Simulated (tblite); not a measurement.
Q: Write a Z-matrix for InChI=1S/C5H5OS/c7-4-5-2-1-3-6-5/h1-3H,4H2 as optimised with GFN2-xTB. (Doublet state.)

A: 
Z-matrix in Å and degrees, rows numbered from 1:
```
S 
C   1  1.8175
C   2  1.4812  1  108.90
C   3  1.3686  2  131.29  1    78.50
C   4  1.4135  3  106.10  2  -178.18
C   5  1.3616  4  105.93  3     0.46
O   6  1.3426  5  110.69  4    -0.08
H   2  1.0898  1  107.62  3  -120.24
H   2  1.0897  1  107.27  3   121.03
H   4  1.0707  3  126.52  2     2.18
H   5  1.0703  4  126.94  3  -179.56
H   6  1.0717  5  132.07  4  -179.76
```

C4 (carbon bonded to 2 C and H) is planar (angles 127.4°, 126.5° and 106.1°, sum 360.0°, 0.00 Å off the plane of its three neighbours). C5 (carbon bonded to 2 C and H) is planar (angles 127.1°, 126.9° and 105.9°, sum 360.0°, 0.00 Å off the plane of its three neighbours). C3 (carbon bonded to 2 C and O) is planar (angles 131.3°, 118.6° and 110.0°, sum 360.0°, 0.02 Å off the plane of its three neighbours). The C–C distances run from 1.362 Å (C5–C6, aromatic) to 1.481 Å (C2–C3, drawn single), a spread of 0.119 Å.

The geometry is computed with GFN2-xTB (gas phase). This method treats the open shell by occupation alone, without spin polarisation.

Point group: C1 (no symmetry element, even within 0.4 Å). Its GFN2-xTB frequencies are all real (lowest 40 cm⁻¹). Torsions: S1–C2–C3–C4 79°.

One conformer stands for the species.
